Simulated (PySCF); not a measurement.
Te(iPr)(OSiH3), SMILES O([SiH3])[Te]C(C)C (C3H10OSiTe) (GFN2-xTB optimised geometry):

```
16

Te    -1.464    -1.736     0.000
C     -1.717     0.440     0.000
C     -0.901     1.066    -1.114
C     -1.385     1.033     1.357
H     -2.783     0.558    -0.204
H     -1.037     2.148    -1.119
H      0.155     0.853    -0.970
H     -1.202     0.675    -2.085
H     -2.000     0.591     2.139
H     -1.562     2.109     1.348
H     -0.338     0.862     1.600
O      0.527    -1.736     0.000
Si     1.694    -1.282     1.024
H      1.990     0.140     0.808
H      2.783    -2.148     0.595
H      1.305    -1.475     2.422
```

Level of theory: PySCF with B3LYP/def2-TZVP, def2 effective core potentials past Kr.

### Question
What are the frontier orbital energies and the dipole moment?

### Answer
HOMO-2 -8.67 eV, HOMO-1 -7.58 eV, HOMO -5.71 eV, LUMO -1.93 eV, LUMO+1 -0.37 eV; dipole moment 2.19 D.

On the same geometry PBE/def2-TZVP, def2 effective core potentials past Kr (PySCF) gives HOMO-2 -7.50 eV, HOMO-1 -6.58 eV, HOMO -4.84 eV, LUMO -2.61 eV, LUMO+1 -1.00 eV; dipole moment 2.08 D.
